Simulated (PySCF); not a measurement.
**Pt³⁸⁺ (platinum, charge +38) across methods**

[Kr] 4d4, high-spin 5D determinant. Computed with PySCF 2.14 in an even-tempered Gaussian basis (18 s from 3.9 bohr⁻², ratio 2.5; 12 p from 5.1 bohr⁻², ratio 2.5; 9 d from 5.1 bohr⁻², ratio 2.5; 4 f from 22 bohr⁻², ratio 2.7; 3 g from 33 bohr⁻², ratio 2.7), with no relativity, point nucleus.

| method | E (hartree) | mean ε 4p α (eV) | mean ε 4p β (eV) | mean ε 4d α (eV) | Σ⟨r²⟩ (bohr²) | ⟨S²⟩ |
| --- | --- | --- | --- | --- | --- | --- |
| LDA | -16456.13 | -1890.4 | -1880.1 | -1725.2 | 2.993 | 6.000 |
| PBE0 | -16465.17 | -1902.7 | -1887.2 | -1733.4 | 2.992 | 6.000 |
| PW91 | -16466.29 | -1891.5 | -1880.4 | -1725.9 | 2.991 | 6.000 |
| PBE | -16464.92 | -1891.4 | -1880.1 | -1725.6 | 2.991 | 6.000 |
| UHF | -16463.59881 | -1934.9 | -1906.2 | -1754.9 | 2.995 | 6.000 |
| r2SCAN | -16465.52 | -1896.9 | -1882.0 | -1727.7 | 2.994 | 6.000 |
| TPSS | -16465.08 | -1892.8 | -1880.8 | -1725.8 | 2.992 | 6.000 |

A non-relativistic calculation at this Z misses sizeable relativistic shifts. Spin-orbit coupling is strong in this species (close to jj coupling), so the high-spin LS determinant is a model state, not a physical level.
